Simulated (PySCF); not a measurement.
## Ca⁺: excitation energy

Ca⁺ [Ar] 4s1 (2S) → Ca⁺ [Ar] 4p1 (2P), as a difference of total energies. All numbers are calculated (PySCF 2.14, scalar relativity by spin-free X2C-1e, in x2c-QZVPPall with one added diffuse shell each of s, p, d, f type (12s8p5d4f, 89 functions)). Correlated levels: valence and next inner shell: [Ne] frozen. The calculations carry no spin-orbit coupling.

```tsv
method	excitation energy (eV)
UHF	2.934
MP2 (valence and next inner shell)	3.156
SCS-MP2 (valence and next inner shell)	3.111
CCSD (valence and next inner shell)	3.137
CCSD(T) (valence and next inner shell)	3.150
```

**Question.** How much does correlation contribute at CCSD(T) (valence and next inner shell)?

**Answer.** 3.150 − (2.934) = 0.216 eV, measured against UHF.

Errors of the correlated levels include the incompleteness of this basis and the frozen core.

For comparison: 3.142 eV (measured; NIST levels, between the centres of gravity of the two terms).
